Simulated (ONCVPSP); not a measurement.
What one change does to a pseudopotential (Kr, ONCV)

```json
{
  "Element": "krypton",
  "Generator": "ONCVPSP 4.0.1",
  "Type": "optimised norm-conserving Vanderbilt (ONCV)",
  "Functional": "PBEsol",
  "Relativity": "fully relativistic",
  "Frozen core": "[Ar]",
  "Valence charge": "18",
  "Reference configuration": "3d10 4s2 4p5.75 (charge +0.25)",
  "Partial waves": "4s: rc 1.35 bohr, ncon 4, nbas 7, qcut 3.8 1/bohr, 2 projectors, debl 2.7 Ha; 4p: rc 1.35 bohr, ncon 4, nbas 9, qcut 6.5 1/bohr, 1 projector; 3d: rc 0.95 bohr, ncon 4, nbas 8, qcut 19.4 1/bohr, 2 projectors, debl 0.7 Ha",
  "Local potential": "polynomial inside 0.95 bohr (lpopt 5, dvloc0 -1 Ha)",
  "Core correction": "none"
}
```

Open shells are filled in proportion to 2j + 1.

In the d channel the program set the typed energies aside and used -3.073, 0.250 Ha (j = l + 1/2; the other j can differ).

Change: s: qcut 4.1; p: qcut 7.1; d: qcut 21.2.

Cutoffs: the cutoffs (Ha) at which the residual kinetic energy of the hardest occupied pseudo-wave falls to 1 and 0.1 mHa per electron; they do not see the model core or the augmentation charge, which bear on the density cutoff. Errors are all-electron minus pseudo energies relative to the spin-unpolarised reference configuration.

Task: What does the change do?

Result: The potential gets harder (138 Ha and 154 Ha → 150 Ha and 168 Ha); the errors of the 4 common tests hardly move; neither file shows a bound ghost.

```tsv
quantity	base	changed
cutoff, loose	138 Ha	150 Ha
cutoff, tight	154 Ha	168 Ha
loose cutoff by channel	s 54 Ha, p 16 Ha, d 138 Ha	s 51 Ha, p 16 Ha, d 150 Ha
bound ghosts	none	none
GHOST(+) flags under 300 eV	s at 36.7 eV, p3/2 at 56.0 eV	s at 30.4 eV, p3/2 at 56.2 eV
error for 3d10 4s2 4p6, meV [ΔE -2.62 eV]	+0.3	+0.3
error for 3d10 4s2 4p5, meV [ΔE 11.67 eV]	+3.4	+3.4
error for 3d10 4s2 4p4, meV [ΔE 36.86 eV]	+23	+23
error for 3d10 4s1 4p6, meV [ΔE 26.17 eV]	+10	+11
s: phases at 1.37 bohr within 0.05 rad from the reference energy up to (Ha; the scan ends near 5)	to the end of the scan	to the end of the scan
p3/2: phases at 1.37 bohr within 0.05 rad from the reference energy up to (Ha; the scan ends near 5)	0.9	0.9
p1/2: phases at 1.37 bohr within 0.05 rad from the reference energy up to (Ha; the scan ends near 5)	1.1	1.1
d5/2: phases at 0.97 bohr within 0.05 rad from the reference energy up to (Ha; the scan ends near 5)	to the end of the scan	to the end of the scan
d3/2: phases at 0.97 bohr within 0.05 rad from the reference energy up to (Ha; the scan ends near 5)	to the end of the scan	to the end of the scan
```
